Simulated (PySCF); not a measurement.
Molecule: SMILES [SiH3]C[BH2-][O+](C)C, C3H13BOSi.

Atoms are numbered as in `[CH3:1][O+:2]([CH3:3])[BH2-:4][CH2:5][SiH3:6]`. Each H is labelled by its parent atom.

Geometry PBE0-D3(BJ)/def2-SVP throughout; GIAO in PySCF 2.14.0 with density-fitted response routines, gas phase, one conformer, non-relativistic; equivalent atoms averaged; functional PBE0.

For orientation, pcSseg-1 gives these absolute shieldings σ: C1/C3 120.8, C5 191.6, O2 321.0, B4 90.4, Si6 421.1, H(C1)/H(C3) 27.82, H(B4) 27.89, H(Si6) 27.49, H(C5) 31.42 ppm.

A run gave: C1/C3 134.3, C5 199.9, O2 324.6, B4 102.3, Si6 458.8, H(C1)/H(C3) 28.53, H(B4) 28.27, H(Si6) 27.95, H(C5) 32.17 ppm (absolute shieldings σ).

Which basis set was used in that run?
A. pcSseg-0
B. cc-pVDZ
C. 6-31G*
D. 6-311+G(2d,p)

Answers

C. H(C5) tells them apart best: 6-31G* gives 32.17, pcSseg-0 gives 33.34, 6-311+G(2d,p) gives 31.49, cc-pVDZ gives 31.31 ppm.
